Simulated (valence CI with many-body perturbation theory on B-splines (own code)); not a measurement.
The numbers below are computed, except where a source is named.
From CI to CI+MBPT in Gd15+

Method: relativistic CI+MBPT: three valence electrons over a frozen Dirac-Fock core [Kr] 4d10, radial functions for each j: 8 s, 8 p, 9 d, 9 f, 6 g, 3 h, 2 i, with the one-electron correlation potential Σ1 (screened to all orders), the two-electron term Σ2, the three-electron term Σ3, Breit, model QED; selected single and double excitations, second order for the rest (own B-spline code, finite nucleus).

No measured levels were compared; by estimate terms of the open shell hold to a few per cent of their energy, and close levels can change places; configurations with another count of f electrons can be misplaced by thousands of cm⁻¹. Core correlation moves these levels by up to 36000 cm⁻¹, and in measured spectra 5 to 20 % of such shifts remained as error; rates that hang on mixing are uncertain with them.

Each rung adds one term. CI alone is the Dirac-Coulomb CI over the frozen core; QED comes last and gives the full result, which names the levels. Energies are above 4f3 4I°_9/2 on the same rung, in cm⁻¹.

Names give the largest LS component (configuration and term), which can be under half, so a name can repeat, a term be missing and a line seem to break the LS rules; names also repeat where a configuration has a term twice. Letters in brackets count levels of one name in rising energy.

```
           Level  CI alone     Σ1      Σ2     Σ3  Breit    QED   Full
    4f3 4I°_11/2      4727   +308    +322    +15   -434    +27   4965
    4f3 4I°_13/2      9601   +592    +594    +23   -885    +52   9977
    4f3 4I°_15/2     14523   +850    +820    +19  -1338    +73  14948
     4f3 4F°_3/2     22685   +270   -1339    -27   +130    +10  21729
 4f3 2H°_9/2 [a]     23216   +361     +24   -367   -220    +19  23034
     4f3 4F°_5/2     25489   +482   -1064    -71   -182    +30  24682
     4f3 4F°_7/2     27536   +568    -765   -168   -396    +37  26813
     4f3 4S°_3/2     26628   +562    -933   +811   -236    +35  26867
     4f3 4F°_9/2     30416   +787    -384   -173   -715    +57  29989
4f3 2H°_11/2 [a]     31121   +837    +565   -342   -847    +60  31394
     4f3 4G°_5/2     34396   +414   -2060   +149    +61    +17  32978
 4f3 2G°_7/2 [a]     33590   +665    -571   -198   -327    +38  33198
    4f3 2K°_13/2     37187   +634    -767   -160   -693    +38  36239
     4f3 4G°_7/2     38486   +740   -1032   -129   -445    +49  37669
     4f3 4G°_9/2     39834   +935   -1036    +42   -673    +59  39162
 4f3 2D°_3/2 [a]     40284   +693   -1134   +601   -205    +37  40276
    4f3 2K°_15/2     42032   +881    -712   -128  -1065    +57  41065
 4f3 2G°_9/2 [a]     42890  +1133    +127   -356  -1068    +86  42812
    4f3 4G°_11/2     44948  +1052   -1264    +46  -1023    +72  43830
     4f3 2P°_1/2     43967   +768   -1196  +1117   -253    +41  44445
 4f3 2D°_5/2 [a]     45708   +907    -290   +279   -547    +58  46115
     4f3 2P°_3/2     51854  +1269    -768   +726   -821    +84  52345
     4f3 4D°_3/2     56036   +666   -2965   +355    -99    +29  54023
     4f3 4D°_5/2     56390   +653   -3335   +309   -8.9    +24  54033
    4f3 2I°_11/2     56346   +777   -2626   +552   -527    +37  54559
     4f3 4D°_1/2     58247   +883   -2921   +343   -369    +49  56233
    4f3 2L°_15/2     59419   +942   -2823   +105  -1005    +56  56694
   4f2 5s 4H_7/2     20912  +6702  +26799   +679  +1772  +1310  58173
    4f3 2I°_13/2     59710  +1021   -2222   +680   -998    +60  58251
    4f3 2L°_17/2     63078   +983   -3027   +135  -1325    +64  59908
     4f3 4D°_7/2     62234  +1041   -2939   +234   -505    +59  60124
```

The middle columns are the shifts that each term adds.

(1) How does the ionisation energy move along the ladder, and which term matters most?

Results:

(1) CI alone 308.65, + Σ1 311.71, + Σ2 316.14, + Σ3 316.16, + Breit 316.22, + QED 316.24 eV. The largest step is Σ2, 4.43 eV. NIST lists 319 ± 16 eV (theoretical).
